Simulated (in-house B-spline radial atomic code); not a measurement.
Configurations of the technetium ion Tc⁸⁺, with energies counted from [Ar] 3d10 4s2 (4p1/2)2 (4p3/2)3. Level of theory: Dirac-Hartree-Fock, average of each configuration as written, Fermi nucleus of rms radius 4.41117 fm; calculated with a radial B-spline atomic code at the basis-set limit. Energies include first-order Breit, QED and recoil terms.

Occupations are held fixed; configurations that lie above the ionisation limit could autoionise.

```
                           configuration  E - E(ref) (eV)  highest orbital  its <r> (bohr)
         [Ar] 3d10 4s2 (4p1/2)1 (4p3/2)4           3.4774            4p3/2            1.08
[Ar] 3d10 4s1 (4p1/2)1 (4p3/2)4 (4f7/2)1           131.86            4f7/2           1.568
     [Ar] 3d10 4s2 (4p1/2)2 (4p3/2)2 8s1           144.02            8s1/2           6.993
[Ar] 3d10 4s1 (4p1/2)2 (4p3/2)3 (6d5/2)1           164.65            6d5/2           4.068
[Ar] 3d10 4s1 (4p1/2)1 (4p3/2)4 (7f5/2)1           186.09            7f5/2           6.841
```

**Question.** Order these further configurations by energy, lowest first.
A. [Ar] 3d10 4s2 (4p3/2)4 5s1
B. [Ar] 3d10 4s1 (4p1/2)1 (4p3/2)4 (8g9/2)1
C. [Ne] 3s2 (3p1/2)1 (3p3/2)4 3d10 4s2 (4p1/2)2 (4p3/2)3 (4f7/2)1
D. [Ar] (3d3/2)3 (3d5/2)6 4s2 (4p1/2)1 (4p3/2)4 5s1
E. [Ar] (3d3/2)3 (3d5/2)6 4s2 (4p1/2)2 (4p3/2)3 (5g9/2)1

**Answer.** A (84.439 eV), B (193.07 eV), D (314.52 eV), E (361.81 eV), C (519.88 eV).
